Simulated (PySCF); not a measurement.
CH4OZn, charge -1, multiplicity 2. Atoms are numbered in the order given.

```xyz
7

Zn     0.0822     0.0997     0.3262
C     -0.2464     1.4407    -1.1789
H     -1.0823     2.1336    -0.9401
H     -0.5035     0.9142    -2.1267
H      0.6495     2.0692    -1.3743
O     -0.0279    -1.8168     0.0959
H      0.1714    -2.2188     0.9597
```
Charge -1, spin multiplicity 2.

Coordinates come from a PBE-D3(BJ)/def2-SVPD optimisation. The multiplicity is an assumed one; other spin states were not compared. The isomer is the one that the SMILES or the coordinates give; other isomers of the formula were not compared. The values are those of a single conformer.

These are PBE-D3(BJ)/def2-SVPD run with PySCF 2.14.0 values and carry that method's errors.

Frequencies are harmonic and unscaled.

```tsv
mode	ν (cm⁻¹)	IR (km/mol)	moving atoms (share of kinetic energy)
1	27	0.0	H 89 %
2	113	11.1	O 34 %, Zn 23 %, C 22 %, H 21 %
3	280	8.9	H 95 %
4	426	40.0	C 52 %, O 25 %, H 15 %, Zn 9 %
5	476	95.4	O 55 %, Zn 27 %, C 14 %
6	552	10.3	H 85 %, C 14 %
7	558	63.0	H 85 %, C 14 %
8	645	97.5	H 89 %
9	1079	3.4	H 81 %, C 19 %
10	1366	10.2	H 94 %
11	1371	1.0	H 95 %
12	2910	167.1	H 97 %
13	3007	50.9	H 91 %, C 9 %
14	3021	20.4	H 91 %, C 9 %
15	3725	0.4	H 94 %
```
